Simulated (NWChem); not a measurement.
System: CH₆OSi₂, singlet; SMILES CO[Si][SiH3]

Input file for NWChem:

```
start job
memory heap 200 mb stack 900 mb global 1100 mb
geometry units angstroms noautoz
  Si     0.852604    -0.162355     0.580125
  O     -0.386354    -1.062585    -0.100600
  C     -0.416179    -2.467227    -0.160481
  H     -1.309986    -2.838984     0.365138
  H     -0.479470    -2.789385    -1.211945
  H      0.481365    -2.922530     0.297859
  Si    -0.257332     1.929991     0.061188
  H      0.522709     3.129177     0.510254
  H     -1.601192     1.983508     0.726276
  H     -0.470070     2.051200    -1.419095
end
basis spherical
  Si library def2-svp
  O library def2-svp
  C library def2-svp
  H library def2-svp
end
dft
  xc mpw1k
  iterations 150
  mulliken
end
task dft energy
```

Low-valent species are run as closed-shell singlets; no triplet was tried in these runs. The geometry was optimised at PBE0/def2-SVP.

### Question
What results follow from this input? (MPW1K/def2-SVP.) Quantities: energy (Ha); highest occupied level (eV); orbital gap (eV); dipole (D).

### Answer
- energy (Ha) = -695.60
- highest occupied level (eV) = -6.79
- orbital gap (eV) = 5.00
- dipole (D) = 1.92
